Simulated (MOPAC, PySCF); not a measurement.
H₃Ga, SMILES `[GaH3]`, neutral singlet in the gas phase. 

Cartesian coordinates (Å):
SMILES: [GaH3]
```xyz
4

Ga     0.0001     0.0000     0.0001
H      1.5321    -0.3396    -0.0160
H     -0.4720     1.4966     0.0068
H     -1.0601    -1.1571     0.0091
```
Charge 0, spin multiplicity 1.

All levels are single points at this geometry (B3LYP-D3(BJ)/def2-TZVP); Pople sets use spherical d functions. Orbital energies aren't observables, and empty levels follow the basis.

SVWN5/6-31G* in PySCF gives HOMO (eV) = -7.41.

Q: Estimate the HOMO (eV) from each of these levels: B3LYP-D3(BJ)/def2-TZVP in PySCF; PBE-D3(BJ)/def2-TZVP in PySCF; B3LYP/3-21G in PySCF; B3LYP/6-311+G** (LANL2DZ on Ga) in PySCF; M06-2X/6-31G* in PySCF; PBE/6-31G* in PySCF; HF/3-21G in PySCF; HF/6-31G* in PySCF; HF/STO-3G in PySCF; AM1 in MOPAC; PM6 in MOPAC; PM7 in MOPAC.

A: 
```tsv
level	HOMO (eV)
B3LYP-D3(BJ)/def2-TZVP in PySCF	-8.41
PBE-D3(BJ)/def2-TZVP in PySCF	-7.34
B3LYP/3-21G in PySCF	-8.29
B3LYP/6-311+G** (LANL2DZ on Ga) in PySCF	-8.43
M06-2X/6-31G* in PySCF	-9.72
PBE/6-31G* in PySCF	-7.37
HF/3-21G in PySCF	-11.51
HF/6-31G* in PySCF	-11.65
HF/STO-3G in PySCF	-6.89
AM1 in MOPAC	-10.18
PM6 in MOPAC	-12.29
PM7 in MOPAC	-10.71
```
